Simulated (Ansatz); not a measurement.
CH4NOSb, SMILES `O=C[NH][SbH2]`. Charge 0, multiplicity 1. Sb: def2 effective core potential. All single points use the PBE0-D4/def2-TZVP geometry. It is one conformer, not always the lowest.

```xyz
8

O     1.726   -0.105   -0.892
C     0.663    0.448   -1.111
N    -0.438    0.182   -0.398
Sb   -0.141   -1.283    1.035
H     0.546    1.202   -1.910
H    -1.286    0.696   -0.575
H     0.617   -0.231    2.153
H    -1.686   -0.909    1.698
```

Question: What is the dipole moment at ωB97M-V/def2-TZVPP? (Best estimate.)

Answer: Computed: 3.07 D, with components (-3.02, 0.50, 0.30) D in this frame, pointing from negative to positive charge.

Question: And with PBE, r2SCAN, B3LYP? (Estimate.)

Answer: Ansatz gave: PBE 2.88 D, r2SCAN 3.00 D, B3LYP 3.01 D.

Question: Give the Mulliken charges with ωB97M-V, PBE, B3LYP in def2-TZVPP. (Estimate.)

Answer: Ansatz gave: 
```json
{"atom": "O1", "ωB97M-V": "-0.40", "PBE": "-0.33", "B3LYP": "-0.38"}
{"atom": "C2", "ωB97M-V": "0.23", "PBE": "0.17", "B3LYP": "0.21"}
{"atom": "N3", "ωB97M-V": "-0.39", "PBE": "-0.35", "B3LYP": "-0.41"}
{"atom": "Sb4", "ωB97M-V": "0.50", "PBE": "0.50", "B3LYP": "0.59"}
{"atom": "H5", "ωB97M-V": "0.08", "PBE": "0.06", "B3LYP": "0.07"}
{"atom": "H6", "ωB97M-V": "0.13", "PBE": "0.16", "B3LYP": "0.15"}
{"atom": "H7", "ωB97M-V": "-0.06", "PBE": "-0.08", "B3LYP": "-0.10"}
{"atom": "H8", "ωB97M-V": "-0.10", "PBE": "-0.12", "B3LYP": "-0.14"}
```

B3LYP here is the variant with VWN-RPA as its local correlation; programs differ in this.
